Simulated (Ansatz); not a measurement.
The lowest singlet and triplet of C4H6 (SMILES C=CC=C); geometries from B3LYP-D3(BJ)/def2-TZVP, each state relaxed from the structure named, with no frequency check.
Singlet (charge 0, multiplicity 1):
```xyz
10

C      1.31118     1.12239     0.64544
C      0.50943     0.06453     0.51301
C     -0.50943    -0.06453    -0.51301
C     -1.31118    -1.12239    -0.64544
H      1.24252     1.96927    -0.02756
H      2.05765     1.17572     1.42625
H      0.60443    -0.76799     1.20475
H     -0.60443     0.76799    -1.20475
H     -2.05765    -1.17572    -1.42625
H     -1.24252    -1.96927     0.02756
```
Triplet (charge 0, multiplicity 3):
```json
[
 {"atom": "C", "x (Å)": "1.3575", "y (Å)": "1.1853", "z (Å)": "0.6519"},
 {"atom": "C", "x (Å)": "0.4721", "y (Å)": "0.0518", "z (Å)": "0.4810"},
 {"atom": "C", "x (Å)": "-0.4721", "y (Å)": "-0.0518", "z (Å)": "-0.4810"},
 {"atom": "C", "x (Å)": "-1.3575", "y (Å)": "-1.1853", "z (Å)": "-0.6519"},
 {"atom": "H", "x (Å)": "1.2983", "y (Å)": "2.0357", "z (Å)": "-0.0133"},
 {"atom": "H", "x (Å)": "2.0911", "y (Å)": "1.2037", "z (Å)": "1.4432"},
 {"atom": "H", "x (Å)": "0.5838", "y (Å)": "-0.7696", "z (Å)": "1.1833"},
 {"atom": "H", "x (Å)": "-0.5838", "y (Å)": "0.7696", "z (Å)": "-1.1833"},
 {"atom": "H", "x (Å)": "-2.0911", "y (Å)": "-1.2037", "z (Å)": "-1.4432"},
 {"atom": "H", "x (Å)": "-1.2983", "y (Å)": "-2.0357", "z (Å)": "0.0133"}
]
```

A positive gap puts the triplet lower; no zero-point energy. U- takes an unrestricted singlet (broken symmetry where lower, unprojected). The triplet is unrestricted in single-reference levels. Active spaces average the two states.

Cores are frozen in the correlated methods.

Programs: Ansatz (Gaussian basis) for Hartree–Fock, density functionals and correlated methods. 

Task: Give the gap E(singlet) − E(triplet), adiabatic at the level U-CCSD/cc-pVDZ (spin-contaminated).

Result: -242 kJ/mol

Task: What gap E(singlet) − E(triplet), adiabatic does FIC-MRCISD+Q on SA-CASSCF(4,4)/cc-pVDZ give?

Result: -252 kJ/mol

Task: Predict the gap E(singlet) − E(triplet), adiabatic from U-HF/cc-pVTZ (spin-contaminated).

Result: -178 kJ/mol

Ansatz is a first-principles code.
